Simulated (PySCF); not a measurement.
Ga(H)(Me)(OMe) (C2H7GaO), SMILES [O](C)[GaH][CH3].

Geometry: PBE-D3(BJ)/def2-SVP. The structure was generated by enumeration; whether it is a known compound was not checked. Other conformers were not sampled.

Method: PBE-D3(BJ)/def2-SVP (PySCF).

Frequencies are harmonic and unscaled.

| mode | ν (cm⁻¹) | IR (km/mol) | moving atoms (share of kinetic energy) |
|---|---|---|---|
| 1 | 46 | 0.2 | H 94 % |
| 2 | 118 | 0.8 | C 48 %, H 29 %, Ga 20 % |
| 3 | 121 | 1.2 | H 56 %, C 24 %, O 16 % |
| 4 | 122 | 4.1 | H 63 %, O 30 % |
| 5 | 245 | 7.6 | O 33 %, C 33 %, H 25 %, Ga 9 % |
| 6 | 421 | 31.6 | H 92 % |
| 7 | 549 | 34.5 | H 38 %, C 34 %, O 20 % |
| 8 | 571 | 111.4 | H 45 %, C 34 %, Ga 21 % |
| 9 | 612 | 22.6 | O 41 %, H 36 %, Ga 12 %, C 11 % |
| 10 | 695 | 37.2 | H 80 %, C 17 % |
| 11 | 740 | 74.7 | H 80 %, C 18 % |
| 12 | 1103 | 175.4 | O 43 %, C 40 %, H 17 % |
| 13 | 1137 | 0.0 | H 76 %, C 19 % |
| 14 | 1159 | 33.3 | H 59 %, C 23 %, O 18 % |
| 15 | 1168 | 5.5 | H 81 %, C 19 % |
| 16 | 1376 | 2.2 | H 96 % |
| 17 | 1380 | 3.3 | H 95 % |
| 18 | 1413 | 0.4 | H 97 % |
| 19 | 1420 | 37.4 | H 88 %, C 11 % |
| 20 | 1424 | 2.4 | H 97 % |
| 21 | 1890 | 172.2 | H 99 % |
| 22 | 2890 | 116.2 | H 97 % |
| 23 | 2964 | 58.7 | H 91 %, C 9 % |
| 24 | 2979 | 43.9 | H 90 %, C 10 % |
| 25 | 2981 | 2.1 | H 97 % |
| 26 | 3078 | 2.7 | H 91 %, C 9 % |
| 27 | 3101 | 1.7 | H 91 %, C 9 % |
